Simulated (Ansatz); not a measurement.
Reactions of C$_{2}$H$_{9}$GeN (`C[N](C)[GeH3]`).

Isolated molecules relaxed with PBE0-D4/def2-TZVP in Ansatz; ΔE leaves out vibrations. CCSD(T)/CBS is the MP2 limit (def2-TZVPP, def2-QZVPP) plus CCSD(T) − MP2 in def2-TZVPP, frozen cores. This one scheme is used for every species. For Ga, Ge, Se outer-core shells are correlated without core-valence functions, which leaves a few kJ/mol of doubt a bond. Scalar relativity is left out up to krypton. One conformer a species, not always the lowest.

| reaction | MP2/CBS(def2) (eV) | CCSD(T)/CBS(def2) (eV) |
| --- | --- | --- |
| `C[N](C)[GeH3]` + H–F → `[F][GeH3]` + `CNC` | -0.44 | -0.49 |
| `C[N](C)[GeH3]` + `C#[C][AlH2]` → `C#[C][AlH][GeH3]` + `CNC` | -0.25 | -0.33 |
| `C[N](C)[GeH3]` + `SS` → `S[S][GeH3]` + `CNC` | -0.49 | -0.48 |
| `C[N](C)[GeH3]` + `C1CNC1` → `CN1CCC1` + `C[NH][GeH3]` | -0.16 | -0.16 |
| `C[N](C)[GeH3]` + `CB(C)Cl` → `C[B](Cl)[GeH3]` + `CN(C)C` | 0.84 | 0.77 |
| `C[N](C)[GeH3]` + `CB(C)S` → `CSB(C)C` + `C[NH][GeH3]` | -0.20 | -0.18 |
| `C[N](C)[GeH3]` + `[SH][Ga]([Cl])[Cl]` → `C[S][Ga]([Cl])[Cl]` + `C[NH][GeH3]` | -0.16 | -0.14 |
| `C[N](C)[GeH3]` + `OC(F)[SeH]` → `COC(F)[SeH]` + `C[NH][GeH3]` | 0.30 | 0.26 |
| `C[N](C)[GeH3]` + `CO[SiH2]N` → `CO[SiH2][NH][GeH3]` + `CNC` | -0.05 | -0.08 |

Largest T1 diagnostic: 0.013, for `C#[C][AlH][GeH3]`.
